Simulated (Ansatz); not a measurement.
`[NH2][Ga]([Cl])[Br]` + H₂ → `[Cl][GaH][Br]` + NH₃ at 600 K and 1 bar (hydrogenolysis of a Ga–N bond).

Computed with Ansatz on PBE0-D4/def2-TZVP structures; ΔE is electronic, products minus reactants. CCSD(T)/CBS is the MP2 limit (def2-TZVPP, def2-QZVPP) plus CCSD(T) − MP2 in def2-TZVPP, frozen cores. This one scheme is used for every species. For Br, Ga outer-core shells are correlated without core-valence functions, which leaves a few kJ/mol of doubt a bond. Scalar relativity is left out up to krypton. One conformer a species, not always the lowest.

```tsv
species	CCSD(T)/CBS energy (Eh)	H − E (kJ/mol)	S (J/(mol·K))
`[NH2][Ga]([Cl])[Br]`	-5013.08446	122.3	435.5
H₂	-1.17544	43.9	150.8
`[Cl][GaH][Br]`	-4957.74201	59.3	365.8
NH₃	-56.50880	112.4	219.5
```

H − E and S are ideal-gas, rigid-rotor, harmonic terms from PBE0-D4/def2-TZVP, for one conformer and one mirror image of each species. For small species the MP2-based limit differs from directly extrapolated CCSD(T) by up to some mEh (0.8 for H₂); such offsets cancel only in part. 1 Eh = 2625.50 kJ/mol, R = 8.31446 J/(mol·K).

Q: By hand: ΔE, ΔH, ΔS and ΔG.

A: ΔE = (-4957.74201) + (-56.50880) − (-5013.08446) − (-1.17544) = 0.00909 Eh = 23.9 kJ/mol. Δ(H − E) = 59.3 + 112.4 − 122.3 − 43.9 = 5.5, so ΔH = 29.4 kJ/mol. ΔS = 365.8 + 219.5 − 435.5 − 150.8 = -1.0 J/(mol·K). ΔG = 29.4 − 600 × (-1.0)/1000 = 30.0 kJ/mol.

Q: By hand: the equilibrium constant, and the temperature at which ΔG would vanish if ΔH and ΔS stayed fixed.

A: log₁₀ K = −ΔG/(RT ln 10) = -2.6. ΔH and −TΔS have one sign here, so there is no such temperature.

The number of gas molecules stays the same, so ΔS is small and ΔH decides. A doubt of 5 kJ/mol in ΔE shifts log₁₀ K by 0.4 here. Other conformers and mirror images would add mixing entropy, several J/(mol·K) or more a flexible species. Modes under 60 cm⁻¹, often nearly free rotors, make the harmonic entropy too high. These are equilibria of isolated gas molecules and say nothing of rates. Largest T1 diagnostic: 0.010 (customary marks: 0.02 for closed shells, 0.045 for open ones).

ΔS is within the doubt of such terms, so its sign, and with it that verdict, could turn.
